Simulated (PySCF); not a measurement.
Species: C₃H₉GaN₂.
Atom-mapped SMILES: `[CH3:1][C:2]#[N+:3][GaH2-:4][CH2:5][NH2:6]`

Lines to be assigned: C 1s: 289.89 (area 1), 292.72 (area 1), 292.73 (area 1) eV; N 1s: 404.71 (area 1), 405.69 (area 1) eV.

Method used: delta-SCF UKS SCAN, pcX-2 on the ionised atom, pcseg-1 elsewhere, spin-free X2C (PySCF). Isolated species at its PBE0-D3(BJ)/def2-SVP geometry (one conformer only).

Question: Order the nitrogen atoms by N 1s binding energy.

Answer: 404.71 eV: N6 (primary amine nitrogen); 405.69 eV: N3 (nitrogen bonded to C and Ga). The listed N 1s values span 0.98 eV, from N6 (bonded to C and 2 H) to N3 (bonded to C (triple bond) and Ga). Summing the Pauling electronegativity differences to the bonded atoms, each weighted by its formal bond order, gives -2.17 for the lowest site and -2.70 for the highest; the largest sum, -2.17, belongs to N6, 0.98 eV below the top. The smallest sum, -2.70, belongs to N3, 0.98 eV above the lowest.

Bonded neighbours of each site: C1: C and 3 H; C2: N (triple bond) and C; N3: C (triple bond) and Ga; C5: N, 2 H and Ga; N6: C and 2 H.

Question: Which photon energy gives electrons from N 1s of N6 a kinetic energy of 100 eV, and what is their de Broglie wavelength?

Answer: hν = 404.71 + 100 = 504.71 eV, recoil neglected; λ = 12.264 Å/√(E/eV) = 1.23 Å.

Spin contamination (⟨S²⟩ against 0.75 for a pure doublet) is marked for C 1s of C2 (0.94), which makes this value less certain. No level of gallium is listed.

Conformer computed: `[CH3:1][C:2]#[N+:3][GaH2-:4][CH2:5][NH2:6]`: C2–N3–Ga4–C5 21°, N3–Ga4–C5–N6 -49°, H–N6–C5–Ga4 -171°, H–N6–C5–Ga4 -55°.
